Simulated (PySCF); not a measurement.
Compound: C6H9FO.
Geometry (GFN2-xTB, Å), atoms numbered from 1 in this order:
```
atom  x, y, z in Å
F1    -2.9462   -0.7134    0.0535
C2    -2.0280    0.2801   -0.1879
C3    -0.6822   -0.0840    0.4251
C4     0.3267    1.0767    0.3445
C5     1.7137    0.4201    0.2795
C6     1.4464   -0.8990   -0.4154
O7     0.6053   -0.8149   -1.5308
C8     0.0202   -1.2074   -0.3204
H9    -2.4323    1.1958    0.2566
H10   -1.9470    0.3858   -1.2741
H11   -0.8394   -0.4004    1.4613
H12    0.2326    1.7605    1.1854
H13    0.1489    1.6324   -0.5768
H14    2.4316    1.0351   -0.2606
H15    2.1035    0.2169    1.2781
H16    2.2163   -1.6594   -0.4511
H17   -0.3772   -2.2130   -0.2767
```

PySCF, density fitting, gas phase, GFN2-xTB geometry. The standard run uses grid level 2 after a coarse-grid start, the def2-universal JK fitting basis (with tight functions added where the orbital basis needs them), an energy threshold of 1e-9 Eh and DIIS. The changed runs have no coarse-grid stage.

**Question.** Standard PBE0/def2-SVPD: E = -408.359045 Eh, HOMO -7.819 eV, LUMO 0.715 eV, dipole 2.618 D, 14 cycles (coarse-grid cycles included). What changes at PBE0/def2-SVPD with: damping 0.2 at the start, DIIS from the seventh cycle?

**Answer.** E = -408.359045 Eh (0.000 mEh), HOMO -7.819 eV (0.000), LUMO 0.715 eV (0.000), dipole 2.618 D (0.000), 16 SCF cycles. The result matches the standard run within 0.02 mEh and 0.003 eV; such settings steer the iterations and don't enter the energy expression.

The cycles:
```
cycle   1  E = -408.2766798667  dE =  1.240e+00  |g| = 6.434e-01  |ddm| = 6.336e+00
cycle   2  E = -408.2738919569  dE =  2.788e-03  |g| = 6.828e-01  |ddm| = 1.683e+00
cycle   3  E = -408.2570310363  dE =  1.686e-02  |g| = 7.538e-01  |ddm| = 1.646e+00
cycle   4  E = -408.2110823533  dE =  4.595e-02  |g| = 8.905e-01  |ddm| = 2.015e+00
cycle   5  E = -408.1682052154  dE =  4.288e-02  |g| = 1.024e+00  |ddm| = 2.344e+00
cycle   6  E = -407.6173373584  dE =  5.509e-01  |g| = 1.918e+00  |ddm| = 5.132e+00
cycle   7  E = -406.7033567389  dE =  9.140e-01  |g| = 2.917e+00  |ddm| = 6.433e+00
cycle   8  E = -408.3517220447  dE = -1.648e+00  |g| = 1.878e-01  |ddm| = 3.307e+00
cycle   9  E = -408.3578302728  dE = -6.108e-03  |g| = 7.224e-02  |ddm| = 5.339e-01
cycle  10  E = -408.3590126720  dE = -1.182e-03  |g| = 1.189e-02  |ddm| = 1.405e-01
cycle  11  E = -408.3590421458  dE = -2.947e-05  |g| = 3.631e-03  |ddm| = 2.884e-02
cycle  12  E = -408.3590443579  dE = -2.212e-06  |g| = 1.295e-03  |ddm| = 6.191e-03
cycle  13  E = -408.3590446620  dE = -3.041e-07  |g| = 2.885e-04  |ddm| = 2.173e-03
cycle  14  E = -408.3590446780  dE = -1.604e-08  |g| = 1.008e-04  |ddm| = 7.690e-04
cycle  15  E = -408.3590446803  dE = -2.262e-09  |g| = 2.338e-05  |ddm| = 2.207e-04
cycle  16  E = -408.3590446804  dE = -1.272e-10  |g| = 4.712e-06  |ddm| = 6.998e-05
```
